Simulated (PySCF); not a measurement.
Problem. Write Cartesian coordinates for `CC[C@H](C)SC(F)(F)F` as optimised with GFN2-xTB.

Solution. 
```
atom  x, y, z in Å
C1     1.984   -0.213    1.111
C2     1.481    0.337   -0.217
C3     0.009    0.023   -0.463
C4    -0.445    0.405   -1.860
S5    -1.002    0.948    0.790
C6    -2.290   -0.299    1.065
F7    -1.788   -1.460    1.502
F8    -2.975   -0.585   -0.049
F9    -3.162    0.126    1.972
H10    1.851   -1.292    1.152
H11    3.040    0.009    1.234
H12    1.440    0.233    1.940
H13    1.627    1.418   -0.251
H14    2.055   -0.104   -1.035
H15   -0.179   -1.035   -0.269
H16   -0.280    1.466   -2.033
H17   -1.501    0.189   -2.003
H18    0.124   -0.160   -2.596
```

Orientation and origin are arbitrary. Atoms count from 1 in this order. The C–S distances run from 1.814 Å (S5–C6, drawn single) to 1.857 Å (C3–S5, drawn single), a spread of 0.043 Å. Of the pairs four or more bonds apart, F7···H15 is among the closest relative to their van der Waals radii: 2.43 Å, 91 % of the sum of Bondi's values.

Bonds between heavy atoms (Å): C1–C2 1.523, C2–C3 1.525, C3–C4 1.518, C3–S5 1.857, S5–C6 1.814, C6–F7 1.339, C6–F8 1.339, C6–F9 1.327.

Computed geometry: GFN2-xTB, gas phase.

Point group: C1 (no symmetry element, even within 0.4 Å). GFN2-xTB frequencies: not computed here. The numbers are those of one conformer (C1–C2–C3–C4 -172°, C2–C3–S5–C6 -144°).
